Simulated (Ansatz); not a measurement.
`C[SiH](S)Cl` and `S[SiH](Cl)Cl` differ in one atom or group.

Ansatz, PBE0-D4/def2-TZVP geometries, multiplicity 1. Each molecule was computed in one conformer, which needn't be the lowest.

```csv
property,`C[SiH](S)Cl`
LUMO energy (PBE/def2-TZVPP) / eV,-0.71
HOMO–LUMO gap (B3LYP/def2-TZVPP) / eV,7.41
LUMO energy (PBE0/def2-TZVPP) / eV,0.24
LUMO energy (B3LYP/def2-TZVPP) / eV,-0.03
LUMO energy (ωB97M-V/def2-TZVPP) / eV,2.09
"ideal-gas entropy at 298 K and 1 bar (rigid rotor, harmonic PBE0-D4/def2-TZVP) / J/(mol·K)",342
```

(1) What does the change do to each property? (Estimate.)

## Answers

(1) The calculation gave: 
```csv
property,`S[SiH](Cl)Cl`,shift
LUMO energy (PBE/def2-TZVPP) / eV,-1.14,-0.43
HOMO–LUMO gap (B3LYP/def2-TZVPP) / eV,7.41,0.00
LUMO energy (PBE0/def2-TZVPP) / eV,-0.19,-0.43
LUMO energy (B3LYP/def2-TZVPP) / eV,-0.41,-0.38
LUMO energy (ωB97M-V/def2-TZVPP) / eV,1.82,-0.27
"ideal-gas entropy at 298 K and 1 bar (rigid rotor, harmonic PBE0-D4/def2-TZVP) / J/(mol·K)",337,-5
```

The zero-point energy changes by -92.0 kJ/mol with -9 modes.

B3LYP here is the variant with VWN-RPA as its local correlation; programs differ in this.
